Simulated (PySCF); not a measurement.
HO (SMILES [OH]), doublet, geometry from GFN2-xTB. Base run: CAMB3LYP/aug-cc-pVDZ run with PySCF.

Geometry (Å):
```xyz
2

O      0.0000     0.0000    -0.1070
H      0.0000     0.0000     0.8563
```
Charge 0, spin multiplicity 2.
Orbitals are unrestricted.
All else is at PySCF's defaults.
Base energy -75.72259 Eh.

Variants of this job, named by their change:

```
change                                                                            ΔE vs base (mEh)  SCF cycles  <S^2>        outcome
--------------------------------------------------------------------------------  ----------------  ----------  -----  -------------
base                                                                                         0.000           9  0.752      converged
conv_tol = 1e-6                                                                              0.000           7  0.752      converged
DIIS = ADIIS                                                                                 0.000          15  0.752      converged
diis = off (with mf.max_cycle = 100)                                                             -         100      -  not converged
conv_tol_grad = 1e-7                                                                             -          50      -  not converged
conv_tol = 1e-12                                                                             0.000          12  0.752      converged
init_guess = atom                                                                            0.000           9  0.752      converged
init_guess = sap                                                                             0.000           9  0.752      converged
level_shift = 0.3 (with mf.max_cycle = 100)                                                  0.000          11  0.752      converged
diis_space = 2                                                                               0.000          12  0.752      converged
init_guess = huckel                                                                          0.000           8  0.752      converged
init_guess = 1e                                                                              0.000          11  0.752      converged
diis = off; damp = 0.6 (with mf.diis_start_cycle = 200; with mf.max_cycle = 150)             0.000          28  0.752      converged
```

Open shells are given as the SCF converged; they aren't shown to be the lowest states, and a large step between rows can be another state.
